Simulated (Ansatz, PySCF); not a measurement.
Gas-phase reaction (SMILES): [NH2][AlH][NH2] + F (HF) -> [NH2][Al]([NH2])[F] + [H][H] (H2); hydrogen fluoride cleaves one Al-H bond, a model of a ligand-exchange step.

Geometries: B3LYP-D3(BJ)/def2-TZVP minima from Ansatz (a program for electronic structure), one conformer each, not searched for the lowest. Correlated levels leave the core frozen unless marked. No spin-orbit coupling. Non-relativistic. Basis-set limits of correlation are two-point, X^-3; Hartree-Fock from the larger set. Thermal terms are rigid-rotor harmonic-oscillator values from B3LYP-D3(BJ) frequencies (Ansatz or PySCF) at 298.15 K and 1 atm. 1 Eh = 627.5095 kcal/mol.

```
species              E, CCSD(T)/CBS(aug-cc-pV(T+d)Z,aug-cc-pV(Q+d)Z) (Ansatz) (Eh)  E, r2SCAN-D4/def2-TZVPD (Ansatz + dftd4) (Eh)  H - E (Eh)
-------------------  -------------------------------------------------------------  ---------------------------------------------  ----------
[NH2][AlH][NH2]                                                         -354.49447                                     -354.98174     0.06415
F (HF)                                                                  -100.39216                                     -100.44728     0.01259
[NH2][Al]([NH2])[F]                                                     -453.77674                                     -454.32368     0.06081
[H][H] (H2)                                                               -1.17444                                       -1.17100     0.01336
```

Problem. Work out ΔE and ΔH at 298.15 K at the first level, then ΔH at the second.

Solution. 
1. ΔE = [(-453.77674) + (-1.17444)] - [(-354.49447) + (-100.39216)] = -0.06455 Eh = -40.5 kcal/mol at CCSD(T)/CBS(aug-cc-pV(T+d)Z,aug-cc-pV(Q+d)Z).
2. The terms H - E add up to -0.00257 Eh, so ΔH = (-0.06455 + (-0.00257))×627.5095 = -42.1 kcal/mol.
3. At r2SCAN-D4/def2-TZVPD the same steps give ΔE = -41.2 and ΔH = -42.8 kcal/mol, a shift of -0.7 from the first level.
4. These values are not checked against measurement here, since the tables used lack a sound gas-phase enthalpy of formation for at least one species.
